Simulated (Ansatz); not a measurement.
CH5BOS2 (`COB(S)S`). Charge 0, multiplicity 1. The geometry is a stationary point of PBE0-D4/def2-TZVP. It is one conformer, not always the lowest.

```xyz
10

C     0.303   -0.170   -1.591
O     0.385    0.595   -0.403
B    -0.114    0.151    0.770
S     0.033    1.190    2.250
S    -0.929   -1.475    0.879
H     0.766    0.410   -2.388
H     0.836   -1.118   -1.481
H    -0.739   -0.373   -1.853
H     0.672    2.196    1.629
H    -1.213   -1.406    2.188
```

(1) What is the dipole moment at r2SCAN/def2-TZVPP? (Estimate.)

(2) And with PBE, B3LYP, ωB97M-V? (Best estimate.)

(3) Give the Mulliken charges with r2SCAN, PBE, B3LYP in def2-TZVPP. (Estimate.)

Answers

(1) Computed: 1.36 D, with components (0.29, -0.08, -1.32) D in this frame, pointing from negative to positive charge.

(2) Computed: PBE 1.33 D, B3LYP 1.35 D, ωB97M-V 1.37 D.

(3) The calculation gave: 
```json
{"atom": "C1", "r2SCAN": "0.00", "PBE": "-0.15", "B3LYP": "-0.14"}
{"atom": "O2", "r2SCAN": "-0.30", "PBE": "-0.21", "B3LYP": "-0.28"}
{"atom": "B3", "r2SCAN": "0.27", "PBE": "0.23", "B3LYP": "0.28"}
{"atom": "S4", "r2SCAN": "-0.19", "PBE": "-0.21", "B3LYP": "-0.21"}
{"atom": "S5", "r2SCAN": "-0.20", "PBE": "-0.22", "B3LYP": "-0.22"}
{"atom": "H6", "r2SCAN": "0.07", "PBE": "0.12", "B3LYP": "0.12"}
{"atom": "H7", "r2SCAN": "0.07", "PBE": "0.11", "B3LYP": "0.11"}
{"atom": "H8", "r2SCAN": "0.07", "PBE": "0.11", "B3LYP": "0.11"}
{"atom": "H9", "r2SCAN": "0.10", "PBE": "0.11", "B3LYP": "0.11"}
{"atom": "H10", "r2SCAN": "0.11", "PBE": "0.12", "B3LYP": "0.11"}
```

B3LYP here is the variant with VWN-RPA as its local correlation; programs differ in this.
